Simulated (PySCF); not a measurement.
Below is a simulated gas-phase C 1s photoelectron spectrum of `C#C[SiH2][GeH2][CH2]C`.

Every computed line was given a Gaussian of 0.4 eV full width at half maximum and an area set by the number of equivalent atoms; the highest printed point is 100. The calculation used PySCF, delta-SCF UKS SCAN, pcX-2 on the ionised atom, pcseg-1 elsewhere, spin-free X2C.

(binding energy (eV), intensity): (289.6, 0), (289.7, 2), (289.8, 8), (289.9, 24), (290.0, 52), (290.1, 84), (290.2, 100), (290.3, 91), (290.4, 70), (290.5, 53), (290.6, 42), (290.7, 30), (290.8, 17), (290.9, 7), (291.0, 2), (291.1, 0)

Task: How many maxima does the curve show, and how many computed lines lie under it?

Result: The curve has 1 maximum (at 290.2 eV). Under it lie 4 lines from 4 inequivalent carbon sites. At this width some lines have no maximum of their own.

Task: Decompose the envelope and assign each component. Numbering: `[CH:1]#[C:2][SiH2:3][GeH2:4][CH2:5][CH3:6]`.

Result: 
```
position (eV)  relative area  line  atoms                    environment
       290.15              1  C 1s     C5  sp3 carbon bound to germanium
       290.18              1  C 1s     C2                  alkyne carbon
       290.27              1  C 1s     C1         terminal alkyne carbon
       290.59              1  C 1s     C6                  methyl carbon
```

The listed C 1s values span 0.44 eV, from C5 (bonded to C, 2 H and Ge) to C6 (bonded to C and 3 H). Summing the Pauling electronegativity differences to the bonded atoms, each weighted by its formal bond order, gives -1.24 for the lowest site and -1.05 for the highest; the largest sum, -0.35, belongs to C1, 0.32 eV below the top. The values 290.15 and 290.18 eV lie too close for their order to be trusted.

No satellites, vibrations or lifetime broadening are included. The unrestricted hole states depart most from a pure doublet (⟨S²⟩ = 0.75; over 0.85 named) for C 1s of C2 (0.87), which makes this value less certain. One conformer (not necessarily the lowest) at the PBE0-D3(BJ)/def2-SVP geometry, without solvent, vibrations or thermal averaging.

Conformer computed: `[CH:1]#[C:2][SiH2:3][GeH2:4][CH2:5][CH3:6]`: C2–Si3–Ge4–C5 -39°, Si3–Ge4–C5–C6 -54°.
